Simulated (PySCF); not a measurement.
Ga(Me)2(OAc), SMILES [Ga]([CH3])([O]C(=O)C)[CH3] (C4H9GaO2) (GFN2-xTB optimised geometry):

```
16

Ga    -0.243     0.009     0.000
C     -0.816     1.965     0.000
H     -0.106     2.542    -0.599
H     -0.828     2.375     1.011
H     -1.811     2.090    -0.429
C     -0.837    -1.805     0.713
H     -1.759    -2.133     0.232
H     -1.007    -1.779     1.790
H     -0.057    -2.542     0.504
O      0.645    -0.345    -1.817
C      1.754    -0.229    -1.234
C      3.024    -0.391    -2.018
O      1.811     0.009     0.000
H      3.817     0.199    -1.566
H      2.862    -0.102    -3.052
H      3.311    -1.441    -1.990
```

Level of theory: PBE0/def2-TZVP (PySCF).

Question: What are the frontier orbital energies and the dipole moment?

Answer: HOMO-2 -8.72 eV, HOMO-1 -8.43 eV, HOMO -7.76 eV, LUMO 0.24 eV, LUMO+1 0.48 eV; dipole moment 0.41 D.

On the same geometry PBE/def2-TZVP in PySCF gives HOMO-2 -7.04 eV, HOMO-1 -7.03 eV, HOMO -6.58 eV, LUMO -0.88 eV, LUMO+1 -0.33 eV; dipole moment 0.37 D.

Meta-Löwdin charges at PBE0/def2-TZVP: Ga1 0.76, C2 -0.57, H3 0.13, H4 0.13, H5 0.13, C6 -0.57, H7 0.13, H8 0.13, H9 0.13, O10 -0.49, C11 0.54, C12 -0.39, O13 -0.49, H14 0.14, H15 0.14, H16 0.15.
